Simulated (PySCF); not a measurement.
C₄H₁₄GeO₂Si, SMILES C[Si](O)(O)[Ge]([CH3])([CH3])[CH3] (GFN2-xTB optimised geometry):

```
22

Si    -0.764    -1.063     0.000
C     -1.174    -1.994    -1.600
O      0.872    -1.063     0.000
O     -1.349     0.466     0.000
Ge    -1.713    -1.875     1.985
C     -1.593    -3.856     2.128
C     -3.632    -1.394     2.150
C     -0.778    -1.131     3.583
H     -0.638    -1.575    -2.446
H     -2.236    -1.948    -1.817
H     -0.895    -3.039    -1.522
H      1.349    -0.720     0.751
H     -1.153     1.063    -0.720
H     -2.142    -4.340     1.325
H     -2.009    -4.199     3.071
H     -0.561    -4.192     2.076
H     -3.764    -0.319     2.080
H     -4.218    -1.855     1.360
H     -4.034    -1.725     3.104
H      0.258    -1.456     3.624
H     -1.266    -1.458     4.497
H     -0.791    -0.045     3.566
```

Computed with PBE0/def2-SVP (PySCF 2.14.0).

Problem. What are the frontier orbital energies and the dipole moment?

Solution. HOMO-2 -8.02 eV, HOMO-1 -7.97 eV, HOMO -6.98 eV, LUMO 0.89 eV, LUMO+1 1.25 eV; dipole moment 0.94 D.

On the same geometry PBE/def2-SVP (PySCF) gives HOMO-2 -6.71 eV, HOMO-1 -6.66 eV, HOMO -5.74 eV, LUMO 0.08 eV, LUMO+1 0.40 eV; dipole moment 0.99 D.

Meta-Löwdin charges at PBE0/def2-SVP: Si1 1.05, C2 -0.57, O3 -0.71, O4 -0.72, Ge5 0.50, C6 -0.51, C7 -0.50, C8 -0.50, H9 0.12, H10 0.11, H11 0.12, H12 0.33, H13 0.33, H14 0.11, H15 0.11, H16 0.11, H17 0.11, H18 0.11, H19 0.11, H20 0.10, H21 0.11, H22 0.11.
